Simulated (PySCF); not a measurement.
# Vibration and rotation of CsF

RHF-CCSD(T) constants of CsF, ¹Σ⁺ (singlet), closed shell (Cs def2-SVPD with ECP46, F def2-SVPD; scalar-relativistic core potentials (PySCF 2.14); masses 132.9054 and 18.9984 u):

- ωe: 320.8 cm⁻¹
- ωexe: 1.54 cm⁻¹
- Be: 0.16395 cm⁻¹
- αe: 0.00114 cm⁻¹
- D (centrifugal): 1.71e-07 cm⁻¹
- De to Cs + F: 4.94 eV

(1) Give the band origin of the fundamental and the first lines of its P and R branches.

(2) Near which J would the R branch turn back, without centrifugal distortion?

Measured values (Huber and Herzberg, Constants of Diatomic Molecules (1979)): ωe = 352.56 cm⁻¹, ωexe = 1.615 cm⁻¹, Be = 0.18436969 cm⁻¹, αe = 0.00117652 cm⁻¹.

Correlated steps freeze 1 core orbital. Correlated levels converge slowly with the basis: in double zeta they bind strong bonds too weakly, by up to about 1 eV, and carry superposition errors of some tenths. These are scalar-relativistic numbers at best; spin–orbit coupling would shift them, the dissociation energy most. Where the molecule has an RHF reference, its open-shell atoms are computed with UHF.

Answers

(1) ν0 = ωe − 2ωexe = 317.7 cm⁻¹, B0 = 0.16338, B1 = 0.16224 cm⁻¹.

```tsv
J″	P(J″) − ν0	R(J″) − ν0
0		0.324
1	-0.327	0.647
2	-0.656	0.967
3	-0.987	1.284
4	-1.321	1.600
5	-1.657	1.913
6	-1.995	2.223
```

(2) At J ≈ (B0 + B1)/(2(B0 − B1)) − 1 ≈ 140.
